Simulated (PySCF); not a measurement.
Polarisability and C₆ of Cl³⁺ (chlorine, charge +3)

[Ne] 3s2 3p2, high-spin 3P determinant. Computed with PySCF 2.14 in dyall-acv3z, with no relativity, point nucleus. Coupled (time-dependent) response in atomic units; α is the mean over directions.

| method | mean α (bohr³) | α xx, yy, zz | C₆ (like pair) | S(−4) |
| --- | --- | --- | --- | --- |
| UHF | 4.514 | 4.829, 4.357, 4.357 | 12.34 | 8.539 |
| PBE | 4.359 | 4.638, 4.220, 4.220 | 11.81 | 7.368 |
| PBE0 | 4.384 | 4.676, 4.238, 4.238 | 11.90 | 7.528 |
| M06-2X | 4.497 | 4.624, 4.434, 4.434 | 12.00 | 8.720 |

S(−4) is the Cauchy moment in α(ω) = α(0) + S(−4) ω² + …

α(iu) at UHF:

```
u (hartree)  α(iu) (bohr³)
          0          4.514
     0.0500          4.493
      0.100          4.431
      0.200          4.208
      0.300          3.895
      0.500          3.184
      0.750          2.385
       1.00          1.787
       1.50          1.070
       2.00         0.7065
       3.00         0.3815
       5.00         0.1769
```

A single London oscillator, α(iu) = α/(1 + u²/ω²), gives C₆ = (3/4) ω α². Matching the computed C₆ needs ω = 4 × 12.34 / (3 × 4.514²) = 0.807 hartree.

For an ion, C₆ is the dispersion term alone; charge-induced terms of lower order in 1/R come first.

The components differ because the open shell of this determinant is not spherical; for a pure term their mean is the scalar polarisability.
